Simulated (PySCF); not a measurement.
C3H8N2Si, SMILES C1N=C[Si@]1(C)N.

Geometry optimised at PBE0-D3(BJ)/def2-SVP. The structure was generated by enumeration; whether it is a known compound was not checked. One conformer was computed; it need not be the lowest.

Two levels are set side by side: PBE/def2-TZVP (PySCF) and B3LYP/def2-TZVP (PySCF). Same geometry, gas phase. Differences are taken from unrounded values.

```
quantity                     B3LYP    PBE  PBE minus B3LYP
---------------------------  -----  -----  ---------------
orbital gap (eV)              5.54   3.56            -1.98
highest occupied level (eV)  -6.29  -5.15             1.14
lowest empty level (eV)      -0.75  -1.60            -0.84
dipole moment (D)             3.14   3.00            -0.14
mean polarisability (bohr³)   72.1   74.7              2.6
```

Without exact exchange PBE keeps part of each electron's self-repulsion, which lifts occupied levels and narrows the gap. PBE's more diffuse valence density responds more strongly to a field. Differences between two approximate levels are no errors against the true value.

Rough cost on one machine, each run with all the roots and properties that it gave: B3LYP against PBE within a factor of 2.
